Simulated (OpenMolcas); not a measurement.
# Kr4+: input and output

Input:

```
&GATEWAY
Coord
1

Kr 0.0 0.0 0.0
Basis=ANO-R1
Group=XYZ
NoMove
AngMom=0.0 0.0 0.0
AMFI
&SEWARD
&RASSCF
FileOrb=start.orb
Symmetry=1
Spin=3
nActEl=4 0 0
Inactive=8 6
Ras2=1 3
CIRoot=6 6 1
SDav=6
CIMx=300
Iter=120 100
PrWF=0.3
OrbListing=Nothing
MaxOrb=0
Atom
>>> COPY $Project.JobIph JOBPRE
&RASSCF
FileOrb=start.orb
Symmetry=1
Spin=3
nActEl=4 0 2
Inactive=8 6
Ras2=1 3
Ras3=5 0
CIRoot=3 3 1
SDav=211
CIMx=300
Iter=120 100
PrWF=0.3
OrbListing=Nothing
MaxOrb=0
Thrs=2.0e-7 1.0e-1 5.0e-4
Atom
>>> COPY $Project.JobIph JOB001
&RASSCF
FileOrb=start.orb
Symmetry=1
Spin=1
nActEl=4 0 2
Inactive=8 6
Ras2=1 3
Ras3=5 0
CIRoot=6 6 1
SDav=192
CIMx=300
Iter=120 100
PrWF=0.3
OrbListing=Nothing
MaxOrb=0
Thrs=2.0e-7 1.0e-1 5.0e-4
Atom
>>> COPY $Project.JobIph JOB002
&RASSCF
FileOrb=start.orb
Symmetry=2
Spin=5
nActEl=4 0 2
Inactive=8 6
Ras2=1 3
Ras3=5 0
CIRoot=1 1 1
SDav=36
CIMx=300
Iter=120 100
PrWF=0.3
OrbListing=Nothing
MaxOrb=0
Thrs=2.0e-7 1.0e-1 5.0e-4
Atom
>>> COPY $Project.JobIph JOB003
&RASSCF
FileOrb=start.orb
Symmetry=2
Spin=3
nActEl=4 0 2
Inactive=8 6
Ras2=1 3
Ras3=5 0
CIRoot=5 5 1
SDav=174
CIMx=300
Iter=120 100
PrWF=0.3
OrbListing=Nothing
MaxOrb=0
Thrs=2.0e-7 1.0e-1 5.0e-4
Atom
>>> COPY $Project.JobIph JOB004
&RASSI
NrOfJobIphs=4 3 6 1 5
1 2 3
1 2 3 4 5 6
1
1 2 3 4 5
IphNames
JOB001
JOB002
JOB003
JOB004
EJob
SpinOrbit
DIPRint=1.0
SOCoupling=1000.0
Subsets=2
MEES
Property=10
'ANGMOM' 1 'ANGMOM' 2 'ANGMOM' 3 'MLTPL  1' 1 'MLTPL  1' 2 'MLTPL  1' 3
'AMFI' 1 'AMFI' 2 'AMFI' 3 'MLTPL  2' 6
SOProperty=3
'ANGMOM' 1 'ANGMOM' 2 'ANGMOM' 3
```

Launched by
```bash
OMP_NUM_THREADS=1 MOLCAS_MEM=2252 MOLCAS_PROJECT=a pymolcas a.inp > a.log  # once for each step of the input, in one work folder
```

A driver script runs the steps one by one and writes start.orb anew before each from the orbitals found so far.

Output, cut to the results:

```
--- SEWARD ---
Basis set label: KR.ANO-R...5S4P3D1F.

      Electronic valence basis set:
      ------------------
      Associated Effective Charge  36.000000 au
      Associated Actual Charge     36.000000 au
      Nuclear Model: Finite nucleus - Gaussian distribution
        Gaussian exponent, Xi/bohr**(-2):  2.34612E+08

      Shell  nPrim  nBasis  Cartesian Spherical Contaminant
         s      21       5        X
         p      15       4        X
         d       9       3                 X
         f       6       1                 X
                  Relativistic X2C integrals
                  Atomic mean-field integrals
--- RASSCF ---
Wave function specifications:
      -----------------------------

      Number of closed shell electrons          28
      Number of electrons in active shells       4
      Max number of holes in RAS1 space          0
      Max nr of electrons in RAS3 space          2
      Number of inactive orbitals               14
      Number of active orbitals                  9
      Number of secondary orbitals              16
      Spin quantum number                      1.0
      State symmetry                             1
Orbital specifications:
      -----------------------

      Symmetry species                           1   2
                                                ag  au
      Frozen orbitals                            0   0
      Inactive orbitals                          8   6
      Active orbitals                            6   3
      RAS1 orbitals                              0   0
      RAS2 orbitals                              1   3
      RAS3 orbitals                              5   0
      Secondary orbitals                         6  10
      Deleted orbitals                           0   0
      Number of basis functions                 20  19
      Number of CSFs                           211
      Number of root(s) required                 3
      Iter CI   SX   CI       RASSCF       Energy    max ROT     max BLB   max BLB  Level Ln srch  Step   QN
          iter iter root      energy       change     param      element    value   shift minimum  type update
 Nr of preliminary CI iterations:   1
      Total energies have been shifted. Add                -2000.00 au
        1   1    4    0  -783.83653649    0.00E+00   4.23E-02    5   8 2 -7.67E-03*  0.00   0.00    SX    NO
        2   1    4    0  -783.83717034   -6.34E-04*  3.73E-03    5  17 1 -2.33E-03*  0.00   0.00    SX    NO
        3   1    4    0  -783.83717637   -6.03E-06*  3.66E-04    5  17 1  7.99E-04*  0.00   0.00    SX    NO
        4   1    4    0  -783.83717660   -2.32E-07*  3.86E-05    5  17 1 -3.58E-04   0.00   0.00    SX    NO
        5   1    4    0  -783.83717664   -3.27E-08   9.19E-06    5  17 1  1.48E-04   0.00   0.71    QN   YES
      Convergence after  5 iterations
        6   1    4    0  -783.83717664   -6.87E-09   9.19E-06    6  13 1 -3.55E-07   0.00   0.71    QN   YES
      Natural orbitals and occupation numbers for root  1
      sym 1:   1.955076   0.005414   0.007674   0.005414   0.004593   0.007674
      sym 2:   0.993503   0.993503   0.027148
      Natural orbitals and occupation numbers for root  2
      sym 1:   1.955076   0.005414   0.005414   0.007674   0.004593   0.007674
      sym 2:   0.993503   0.027148   0.993503
      Natural orbitals and occupation numbers for root  3
      sym 1:   1.955076   0.007674   0.005414   0.005414   0.007674   0.004593
      sym 2:   0.027148   0.993503   0.993503
::    RASSCF root number  1 Total energy:  -2783.83717664
::    RASSCF root number  2 Total energy:  -2783.83717664
::    RASSCF root number  3 Total energy:  -2783.83717664
--- RASSCF ---
Wave function specifications:
      -----------------------------

      Number of closed shell electrons          28
      Number of electrons in active shells       4
      Max number of holes in RAS1 space          0
      Max nr of electrons in RAS3 space          2
      Number of inactive orbitals               14
      Number of active orbitals                  9
      Number of secondary orbitals              16
      Spin quantum number                      0.0
      State symmetry                             1
Orbital specifications:
      -----------------------

      Symmetry species                           1   2
                                                ag  au
      Frozen orbitals                            0   0
...
--- RASSI ---
SPIN-FREE ENERGIES:
  (Shifted by EMIN (a.u.) =      -2783.8371766424)

 SF State       Relative EMIN(au)   Rel lowest level(eV)    D:o, cm**(-1)      L_eff

     1             0.0000000000        0.0000000000              0.0000         1.0
     2             0.0000000000        0.0000000000              0.0000         1.0
     3             0.0000000000        0.0000000000              0.0000         1.0
     4             0.0689276116        1.8756158622          15127.8621         2.0
     5             0.0689276116        1.8756158622          15127.8621         2.0
     6             0.0689276116        1.8756158622          15127.8621         2.0
     7             0.0689276116        1.8756158622          15127.8621         2.0
     8             0.0689276116        1.8756158622          15127.8621         2.0
     9             0.1599848834        4.3534104559          35112.6233         0.0
    10             0.3817030667       10.3866695783          83774.1398         0.0
    11             0.5495394905       14.9537313324         120609.9771         2.0
    12             0.5495394905       14.9537313324         120609.9771         2.0
    13             0.5495394905       14.9537313324         120609.9771         2.0
    14             0.5495394905       14.9537313324         120609.9771         2.0
    15             0.5495394905       14.9537313324         120609.9771         2.0
     Dipole printing threshold changed to   1.00000000E+00

++ Dipole transition strengths (spin-free states):
   -----------------------------------------------
     for osc. strength at least  1.00000000E+00

  ( Max oscillator strength is only    2.6166868709674190E-002 )
--
Eigenvalues of complex Hamiltonian:
   -----------------------------------
  (Shifted by EMIN (a.u.) =      -2783.8371766424)

 SO State       Relative EMIN(au)   Rel lowest level(eV)    D:o, cm**(-1)     J-value

...
```

The J values that RASSI prints are effective ones from its own formula and need not be integers or half-integers; the table below assigns J from the states.

Levels above the lowest, from the spin-orbit matrix, grouped by J:

| Configuration | Term | J | E (cm⁻¹) | Measured (cm⁻¹) | g | Term weight % |
| --- | --- | --- | --- | --- | --- | --- |
| 4s² 4p² | ³P | 0 | 0.0 | 0.0 |  | 97 |
| 4s² 4p² | ³P | 1 | 3507 | 3743 | 1.501 | 100 |
| 4s² 4p² | ³P | 2 | 7459 | 7595 | 1.472 | 94 |
| 4s² 4p² | ¹D | 2 | 21858 | 19723 | 1.029 | 94 |
| 4s² 4p² | ¹S | 0 | 42126 | 39204 |  | 97 |
| 4s 4p³ | ⁵S° | 2 | 89673 |  | 2.002 | 100 |

Against the 4 measured excited levels shown (Saloman, J. Phys. Chem. Ref. Data 36, 215 (2007)) the mean absolute deviation is 1400 cm-1; the largest miss in energy is 4s² 4p² ¹S₀: computed 42126, measured 39204 cm⁻¹ (+7.5 %), and the largest in proportion 4s² 4p² ¹D₂ (+10.8 %).

Active for correlation alone: 4d; no level in the range computed is led by a configuration that fills it, so any true level of that kind is missing. The basis is small and was not contracted for so high a charge. Measured partners are found by configuration, term and J. A level has none where our copy of the source lacks it or the pairing is in doubt (some pairs that miss far off the trend of their configuration count as doubtful), and it then counts in no deviation. Levels of configurations outside the active space are missing. The first state left out of the spin-orbit step lies near 140000 cm-1 above the lowest spin-free state of the reference (among the parities and spins computed), and the list stops at four fifths of that energy or lower.

The term weight is that of the spin-free term in the level, not the purity of its configuration. ° marks odd parity.
